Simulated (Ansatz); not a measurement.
F₃In, charge -1, doublet, geometry from GFN2-xTB (such geometries of metal compounds can be far from the true shape) (a state made from the parent by changing its charge; the spin is typed, not shown lowest) (core potentials on In) (a gas-phase anion, which may not be bound at this level); HF/def2-SVP (Ansatz, a quantum-chemistry and plane-wave program).

Here is a job for Ansatz.
Ansatz 0.2 input:
```yaml
crystal:
  periodic: [false, false, false]
  atoms:
    - {symbol: In, position_ang: [-0.00000000, 0.00000000, -0.00000000]}
    - {symbol: F, position_ang: [-1.95003473, -1.18606829, 0.03491373]}
    - {symbol: F, position_ang: [0.01763842, 2.14457977, -0.78171535]}
    - {symbol: F, position_ang: [1.93239631, -0.95851148, 0.74680162]}
basis:
  gaussian:
    orbitals: def2-SVP
    occupation: {up: {"A1": 12, "A2": 2, "B1": 4, "B2": 7}, down: {"A1": 11, "A2": 2, "B1": 4, "B2": 7}}
hamiltonian:
  xc: hf
total_charge: -1
magnetization: {spin_polarized: true, initial_magnetization: 1}
```

It wrote (shortened):

```
Functional definition: HF
the irreps are read with x along [-0.189, 0.338, 0.922], y along [0.484, -0.785, 0.387] and z along [0.854, 0.520, -0.015] of the geometry given
717 factors; integrals over basis functions are off by at most 2.7e-4 eV
mean field evaluation 1: about -13259.3165 eV, gradient 1.7e1 eV
mean field evaluation 2: about -13260.7225 eV, gradient 6.5e-1 eV
mean field evaluation 4: about -13260.8968 eV, gradient 6.4e-3 eV
mean field evaluation 8: about -13260.8968 eV, gradient 1.4e-6 eV
mean field -13260.89679874 eV, -487.3289687950 hartree, gradient 2.6e-6 eV, S^2 0.767115; 0 other end points of the search recorded, 0 dependent functions left out
reference -13260.89679874 eV, -487.3289687950 hartree; 25, 24 occupied and 43, 44 virtual orbitals, 717 factors
Total energy: -13260.89679874 eV, -487.3289687950 hartree
```
